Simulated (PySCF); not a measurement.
C4H11FSi, SMILES CC(C)C[SiH2]F.

Geometry optimised at B3LYP-D3(BJ)/def2-SVP. This is a generated structure with no PubChem entry under its InChIKey; it may be hypothetical. The values are those of a single conformer.

Computed with SMD-M06-2X/def2-SVP (PySCF).

Solvation free energies are E(SMD) − E(gas) at the gas-phase geometry, for 1 M in both phases. In vacuum the dipole moment is 1.80 D.

```json
[
 {"solvent": "water", "ΔG(solv) (kcal/mol)": "1.4", "its non-electrostatic (CDS) part": "4.1", "dipole (D)": "2.31"},
 {"solvent": "2-propanol", "ΔG(solv) (kcal/mol)": "-3.5", "its non-electrostatic (CDS) part": "-1.0", "dipole (D)": "2.27"},
 {"solvent": "N,N-dimethylformamide", "ΔG(solv) (kcal/mol)": "-2.7", "its non-electrostatic (CDS) part": "0.0", "dipole (D)": "2.29"}
]
```
